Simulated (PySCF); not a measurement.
Identify the unknown among the candidates.

All candidates are C6H7NO.

| technique | computed result |
| --- | --- |
| Triplet | lowest triplet excitation (Tamm–Dancoff): 4.24 eV [TDA CAM-B3LYP/def2-SVPD] |
| Rotational structure | rotational constants A, B, C: 5.324, 1.575, 1.225 GHz [PBE0-D3(BJ)/def2-SVP] |
| NMR, other nuclei | isotropic shieldings of nuclei other than C and H, by class: -72 (1 N), 223 (1 O) ppm [GIAO PBE0/pcSseg-1] |
| UV, strongest line | among the 10 lowest singlet transitions: S7 at 7.06 eV (176 nm, f = 0.658) [TDDFT CAM-B3LYP/def2-SVPD] |
| Dipole | 3.28 D [CAM-B3LYP/def2-SVPD] |
| 13C NMR | chemical shifts (computed TMS as zero) by class: 169.7 (1 C), 156.8 (2 C), 112.7 (2 C), 53.7 (1 C) ppm [GIAO PBE0/pcSseg-1] |
| 1H NMR | chemical shifts (computed TMS as zero) by class: 8.57 (2 H), 6.61 (2 H), 3.69 (3 H) ppm [GIAO PBE0/pcSseg-1] |

Gas-phase values; electronic properties from PySCF, density fitting. Levels stand in brackets. The structure is a single PBE0-D3(BJ)/def2-SVP conformer in the gas phase; no vibrational or solvent corrections. NMR values are class means; diastereotopic atoms form classes of their own.

Question: Which candidate is it?
A. `COc1ccncc1`
B. `Cc1cccc[n+]1[O-]`
C. `COc1cccnc1`

Answer: A. It is `COc1ccncc1`. Numbering: `[CH3:1][O:2][c:3]1[cH:4][cH:5][n:6][cH:7][cH:8]1`. Its formula, C6H7NO, gives 4 degrees of unsaturation: 1 ring and 3 π bonds in the structure found (Kekulé form). 6 carbons fall into 4 classes; from least to most shielded: aromatic carbon bearing oxygen [C3] (169.7 ppm), aromatic CH next to a ring nitrogen [C5/C7] (156.8 ppm, 2 C), aromatic CH carbon [C4/C8] (112.7 ppm, 2 C, up to 9.5 ppm apart in this geometry), methoxy carbon [C1] (53.7 ppm). Hydrogen classes from least to most shielded: 2 H on 2 like atoms (aromatic CH next to a ring nitrogen), C5/C7 (8.57 ppm), 2 H on 2 aromatic CH carbons, C4/C8 (6.61 ppm), 3 H on a methoxy carbon, C1 (3.69 ppm, a mean of values up to 0.5 ppm apart in this geometry). The other shieldings belong to: -72 ppm, pyridine-type nitrogen [N6]; 223 ppm, aryl ether oxygen [O2]. The optimised geometry has point group Cs and is an asymmetric top.

The others, at the same levels:
- `COc1cccnc1` fails: its computed lowest triplet excitation (Tamm–Dancoff) is 4.00 eV (against 4.24 eV) and dipole moment is 1.84 D (against 3.28 D).
- `Cc1cccc[n+]1[O-]` fails: its computed lowest triplet excitation (Tamm–Dancoff) is 2.71 eV (against 4.24 eV), strongest line among the 10 lowest singlet transitions is S8 at 6.80 eV (182 nm, f = 0.419) (against S7 at 7.06 eV) and rotational constant A is 3.570 GHz (against 5.324 GHz).

Each candidate is one conformer, not necessarily the lowest. Dipoles, sizes and rotational constants follow the conformer. The torsions of the flexible species, by atom-mapped SMILES:
- `[CH3:1][O:2][c:3]1[cH:4][cH:5][n:6][cH:7][cH:8]1`: C1–O2–C3–C4 179°
- `[CH3:1][O:2][c:3]1[cH:4][cH:5][cH:6][n:7][cH:8]1`: C1–O2–C3–C4 -179°
